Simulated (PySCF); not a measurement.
Br2Sn, charge -1, multiplicity 2. Atoms are numbered in the order given.

```xyz
3

Sn     0.0000     0.0000     1.0173
Br     0.0000    -2.0637    -0.7266
Br     0.0000     2.0637    -0.7266
```
Charge -1, spin multiplicity 2.

Coordinates come from a r2SCAN-D4/def2-SVPD optimisation. The multiplicity is an assumed one; other spin states were not compared. The isomer is the one that the SMILES or the coordinates give; other isomers of the formula were not compared. The def2 effective core potentials stand for the cores of Sn; spin–orbit coupling is left out.

All values below come from r2SCAN-D4/def2-SVPD (PySCF).

Frequencies are harmonic and unscaled.

Problem. Estimate the vibrational spectrum. (An estimate is asked for; the answer gives what the named calculation found.)

Solution. 
```
mode  ν (cm⁻¹)  IR (km/mol)  moving atoms (share of kinetic energy)
----  --------  -----------  --------------------------------------
1           58          0.0                        Br 83 %, Sn 17 %
2          175         50.1                        Br 56 %, Sn 44 %
3          188         18.9                        Br 60 %, Sn 40 %
```
